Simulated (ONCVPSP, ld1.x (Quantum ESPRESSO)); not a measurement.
## Potentials for iron (Fe) compared

Generated with ld1.x 7.5 (TM, RRKJ, ultrasoft, PAW), atompaw 4.2 or ONCVPSP 4.0.1. The cutoff is in Ry: for ld1.x and atompaw files where the sum of valence levels is converged to 10 mRy in a Bessel basis, for ONCV files where the hardest occupied wave has 1 mHa per electron of residual kinetic energy. The error is the largest all-electron minus pseudo excitation energy over each file’s own four to seven test configurations (ionisations up to +4, promotions, holes and added fractions of an electron), all of which were solved. The labels leave out finer settings (local radius, basis sizes, second energies), which also bear on the numbers. Spin-polarised tests are not counted. The rows are a selection from randomly drawn settings: files with unsolved tests, undetermined cutoffs or missed reference levels are left out.

A true bound ghost makes a file unfit for plane-wave use even where its test errors are small: the radial tests pick states by their node count and pass the ghost by.

```tsv
potential	cutoff (Ry)	largest error (meV)	bound ghosts
ONCV, BLYP, scalar-relativistic, rc 1.95/1.65/1.20 (spd), local smoothed, core correction yes, reference 3d6 4s1.5, qcut 3/4.4/11.4, projectors 1/1/2	114	-204	s
ONCV, LDA (Perdew-Wang 92), scalar-relativistic, rc 1.15/1.00/1.70 (spd), local smoothed, core correction yes, reference 3s2 3p6 3d6, qcut 13.7/13.5/9.4, projectors 3/2/2	107	+108	none
ONCV, PBE, scalar-relativistic, rc 2.40/0.80/1.20 (spd), local smoothed, core correction yes, reference 3p6 3d6 4s2, qcut 2.3/12.3/14.9, projectors 2/2/3	150	-48	s
ONCV, LDA (Perdew-Zunger), scalar-relativistic, rc 0.85/1.30/1.45 (spd), local smoothed, core correction yes, reference 3s2 3p6 3d5, qcut 6.9/10.5/8.9, projectors 2/2/2	462	+72	none
ONCV, PBE, scalar-relativistic, rc 1.60/0.75/0.95 (spd), local smoothed, core correction yes, reference 3s2 3p6 3d6 4s2, qcut 7.5/11.6/19.1, projectors 2/1/2	230	-6.6	none
ONCV, PBEsol, scalar-relativistic, rc 1.55/0.75/1.35 (spd), local smoothed, core correction no, reference 3s2 3p6 3d6 4s2, qcut 9.1/9.3/11.9, projectors 2/2/3	216	+3.4	none
```

(1) Fill in the row for Fe: TM, LDA (PZ), scalar-relativistic, rc 1.88/1.38/1.50 (spd), local d, core correction no, reference 3p6 3d6 4s1 4p0.

(2) Fill in the row for Fe: ONCV, LDA (Perdew-Zunger), scalar-relativistic, rc 1.10/0.80/1.80 (spd), local smoothed, core correction yes, reference 3s2 3p6 3d6.5 4s1.5, qcut 9.6/11.6/8.9, projectors 2/2/2.

(3) Fill in the row for Fe: RRKJ, LDA (PZ), fully relativistic, rc 2.30/3.05/1.76 (spd), local s, core correction yes, reference 3d6 4s2 4p0.

Answers

(1) cutoff 110 Ry, largest error -237 meV, bound ghosts: s.

(2) cutoff 117 Ry, largest error -248 meV, bound ghosts: none.

(3) cutoff 55 Ry, largest error -1061 meV, bound ghosts: none.
